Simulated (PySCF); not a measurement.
## Correlation energy of Mg (magnesium, neutral)

[Ne] 3s2, closed-shell 1S. All numbers are calculated (PySCF 2.14, scalar relativity by spin-free X2C-1e, in cc-pVDZ-DK). Frozen: [Ne]; 2 electrons correlated.

Total MP2 correlation energy: -21.36 mhartree.

Same-spin part 0.00 and opposite-spin part -21.36 mhartree; SCS-MP2 scales them by 1/3 and 6/5 to -25.63 mhartree.

With two correlated electrons CCSD is exact within the correlated space (frozen core and kept virtual orbitals).

| level | correlation energy (mhartree) |
| --- | --- |
| CCSD | -32.83 |

Diagnostics: T1 = 0.013, D1 = 0.0177, largest double amplitude 0.115.

Cost of the coupled-cluster step: 0.1 s of wall time on 1 thread of Intel(R) Xeon(R) Platinum 8559C (shared host), for 2 correlated electrons.
